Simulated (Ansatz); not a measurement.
Isolated molecules relaxed with PBE0-D4/def2-TZVP in Ansatz; ΔE leaves out vibrations. CBS: MP2 limit from def2 TZ/QZ plus the TZ coupled-cluster correction, frozen cores. This one scheme is used for every species. Functionals use def2-TZVPP. For Ge outer-core shells are correlated without core-valence functions, which leaves a few kJ/mol of doubt a bond. Scalar relativity is left out up to krypton. One conformer a species, not always the lowest.

Reaction (formal hydrolysis of a Ge–C bond): `C[O][GeH2][C]#N` + H₂O → `C[O][GeH2][OH]` + `C#N`

| level | ΔE (kcal/mol) |
| --- | --- |
| r2SCAN-D4 | -4.4 |
| BLYP | -4.9 |

Question: What does CCSD(T)/CBS give? (An estimate is asked.)

Answer: Ansatz gave: -3.1 kcal/mol. The listed levels differ from it by -1.3, -1.8 kcal/mol.

Largest T1 diagnostic among the species: 0.014.

At CCSD(T), def2-SVP lies −2.4 kcal/mol from the extrapolated value and def2-TZVPP −0.2 kcal/mol. In def2-TZVPP, CCSD(T) changes the Hartree–Fock value by +1.9 kcal/mol (the triples alone add +0.2 kcal/mol) and MP2 by +2.1 kcal/mol.
